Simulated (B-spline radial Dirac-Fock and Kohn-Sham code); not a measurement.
# Hf³⁺ 4d3/2: cross section and angular parameters

System: hafnium as Hf³⁺ in the configuration [Xe] 4f14 5d1; threshold 254.6 eV (orbital energy of the model). The computed values come from a radial B-spline solver: Dirac-Hartree-Slater photoionisation with a Latter tail; cross sections with all multipoles, angular parameters from the dipole term and its interference with E2.

For linearly polarised light dσ/dΩ = σ/(4π) [1 + β P₂(cos θ) + (δ + γ cos²θ) sin θ cos φ], with θ from the polarisation vector and φ the angle between the beam and the projection of the electron momentum on the plane normal to the polarisation.

| hν (eV) | σ (kb) | β | γ | δ |
| --- | --- | --- | --- | --- |
| 300 | 121 | -0.120 | -0.068 | 0.047 |
| 389 | 188 | -0.782 | -0.216 | 0.168 |
| 399 | 197 | -0.701 | -0.182 | 0.164 |
| 557 | 255 | 0.228 | 0.146 | 0.076 |
| 600 | 253 | 0.377 | 0.165 | 0.058 |
| 614 | 251 | 0.420 | 0.168 | 0.053 |
| 620 | 250 | 0.437 | 0.168 | 0.051 |
| 706 | 232 | 0.641 | 0.153 | 0.029 |
| 748 | 222 | 0.718 | 0.136 | 0.021 |
| 856 | 194 | 0.872 | 0.086 | 0.010 |
| 1170 | 127 | 1.126 | -0.021 | 0.004 |
| 1220 | 119 | 1.152 | -0.030 | 0.005 |
| 1270 | 111 | 1.174 | -0.036 | 0.005 |
| 1830 | 55.3 | 1.319 | -0.012 | 0.019 |
| 2090 | 41.6 | 1.348 | 0.035 | 0.026 |
| 2320 | 32.8 | 1.364 | 0.086 | 0.031 |
| 2984.4 | 17.9 | 1.378 | 0.253 | 0.045 |
| 4870 | 4.80 | 1.326 | 0.720 | 0.081 |
| 5414.7 | 3.54 | 1.304 | 0.837 | 0.091 |
| 6530 | ? | ? | ? | ? |
| 8047.8 | 1.06 | 1.192 | 1.298 | 0.141 |
| 9640 | 0.596 | 1.130 | 1.513 | 0.171 |

Task: Give the values at 6530 eV.

Result: σ = 2.03 kb, β = 1.256, γ = 1.052, δ = 0.112.
